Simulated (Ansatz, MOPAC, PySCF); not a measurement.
Dimer: HI (SMILES I) (first 2 atoms) with H4OSi (SMILES O[SiH3]); geometry from B3LYP-D3(BJ)/def2-TZVP, rigid monomers moved along the line of their centres of mass till H2···O3 is 2.82 Å.
(charge 0, multiplicity 1):
```xyz
8

I     -0.42324    -1.16970    -0.63275
H     -0.57646    -0.96017     0.97325
O     -0.60010    -0.28298     3.70630
Si     0.25236     0.97437     4.38221
H     -1.19775    -0.79519     4.25692
H     -0.66422     1.99194     4.94766
H      1.03993     1.54370     3.27408
H      1.14485     0.48921     5.46078
```

Interaction energies are E(AB) − E(A) − E(B) at the monomers' geometry in the complex; basis-set methods are counterpoise corrected. Rows marked so take none.

Rows in LANL2DZ carry no dispersion term and start afresh at each structure. LANL2DZ brings its own core potentials from Na on. The state reached by PM3 isn't checked.

Codes used: Ansatz (Gaussian basis) for Hartree–Fock, density functionals and correlated methods; MOPAC for PM3 (differences of heats of formation); PySCF for LANL2DZ rows, the dispersion terms. Values without a source in brackets are computed. In def2 rows elements past Kr take small-core potentials, without spin–orbit coupling.

Question: One of these levels gives -1.91 kcal/mol for the interaction energy. Which one is it?
(A) B3LYP/LANL2DZ (no counterpoise)
(B) PM3
(C) r2SCAN-D3(BJ)/def2-TZVPPD

Answer: C, r2SCAN-D3(BJ)/def2-TZVPPD. The others give -1.12 (PM3), -2.29 (B3LYP/LANL2DZ (no counterpoise))

Ansatz is a first-principles code.
